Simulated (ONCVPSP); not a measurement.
krypton: excitation energies, all-electron against ONCV

krypton, optimised norm-conserving Vanderbilt (ONCV), made with ONCVPSP 4.0.1 (PBE, scalar-relativistic). Core [Ar] 3d10, reference 4s2 4p6. Waves: 4s: rc 1.15 bohr, ncon 4, nbas 8, qcut 5.1 1/bohr, 3 projectors, debl 2.7 Ha; 4p: rc 1.35 bohr, ncon 5, nbas 9, qcut 6 1/bohr, 2 projectors, debl 3 Ha; d scattering state at 0.02 Ha: rc 1.15 bohr, ncon 4, nbas 8, qcut 7.8 1/bohr, 2 projectors, debl 3.1 Ha. Local part: polynomial inside 1.05 bohr (lpopt 5, dvloc0 4 Ha). Core correction: Teter function, fcfact 4.25, rcfact 1.7.

Energies are relative to the spin-unpolarised reference configuration 4s2 4p6; without spin polarisation the order of configurations can differ from experiment.

Task: Give the all-electron excitation energy and the error of the potential for: 4s2 4p5; 4s2 4p4; 4s2 4p3; 4s2 4p2.

Result:

```tsv
valence configuration	charge	ΔE all-electron (eV)	error AE − PS (meV)
4s2 4p5	+1	14.289	-14
4s2 4p4	+2	39.464	-81
4s2 4p3	+3	76.539	-251
4s2 4p2	+4	126.349	-601
```

Levels in the configuration 4s2 4p4:

```tsv
level	all-electron (eV)	pseudo (eV)
4s	-46.078	-46.183
4p	-30.979	-31.081
```

Note: ghosts flagged at negative energy: s at -264.7 eV, d at -61.4 eV; GHOST(+) flagged for p at 210.1 eV. A true bound ghost makes a file unfit for plane-wave use.
